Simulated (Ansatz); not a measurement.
Reaction (cleavage of the Al–Ge bond): `O=[CH][GeH2][AlH2]` + `BN` → `B[NH][AlH2]` + `O=[CH][GeH3]`

Calculated with Ansatz (gas phase, PBE0-D4/def2-TZVP geometries, no zero-point term in ΔE). CBS: MP2 limit from def2 TZ/QZ plus the TZ coupled-cluster correction, frozen cores. This one scheme is used for every species. For Ge outer-core shells are correlated without core-valence functions, which leaves a few kJ/mol of doubt a bond. Scalar relativity is left out up to krypton. Each species was taken in one conformer, which may not be the lowest.

```
          level  ΔE (eV)
CCSD/def2-TZVPP    -0.54
  HF/def2-QZVPP    -0.65
   HF/CBS(def2)    -0.66
  MP2/CBS(def2)    -0.56
```

Q: What does CCSD(T)/CBS give? (An estimate is asked.)

A: Computed: -0.50 eV. The listed levels differ from it by -0.04, -0.15, -0.16, -0.06 eV.

Largest T1 diagnostic among the species: 0.015.

At CCSD(T), def2-SVP lies −0.06 eV from the extrapolated value and def2-TZVPP −0.02 eV. From PBE to PBE0 (25 % exact exchange), in def2-TZVPP and without D4, ΔE moves by −0.06 eV.
